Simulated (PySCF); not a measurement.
KP⁺: from constants to spectrum

UHF-CCSD(T) constants of KP⁺, ⁴Σ⁻ (quartet), unpaired electrons σ ↑, π ↑↑ (K aug-pcseg-1, P aug-pcseg-1; no relativity (PySCF 2.14); masses 38.9637 and 30.9738 u):

| Property | Result |
| --- | --- |
| ωe | 74.1 cm⁻¹ |
| ωexe | 1.15 cm⁻¹ |
| Be | 0.072138 cm⁻¹ |
| αe | 0.00130 cm⁻¹ |
| D (centrifugal) | 2.73e-07 cm⁻¹ |
| De to K⁺ + P | 0.157 eV |

Give the vibrational terms G(v) and spacings up to v = 6.

G(v) = ωe(v+½) − ωexe(v+½)².

```tsv
v	G(v) (cm⁻¹)	G(v) − G(v−1)	Bv (cm⁻¹)
0	36.8		0.07149
1	108.6	71.8	0.07019
2	178.1	69.5	0.06889
3	245.3	67.2	0.06759
4	310.2	64.9	0.06629
5	372.8	62.6	0.06499
6	433.1	60.3	0.06369
```

How well does the Morse estimate ωe²/(4ωexe) reproduce De, and what is D0?

It gives 0.148 eV, 94 % of the computed De. D0 = De − G(0) = 0.157 − 0.005 = 0.152 eV.

Correlated steps freeze 10 core orbitals. The bond is weak. Basis-set superposition, not corrected here, can be much of De in a small basis, most of all at correlated wavefunction levels. For an ion De counts to the pair picked by the measured ionisation energies or electron affinities, which need not be the lowest pair at this level. The state was picked by a PBE0 search and need not be the measured ground state.
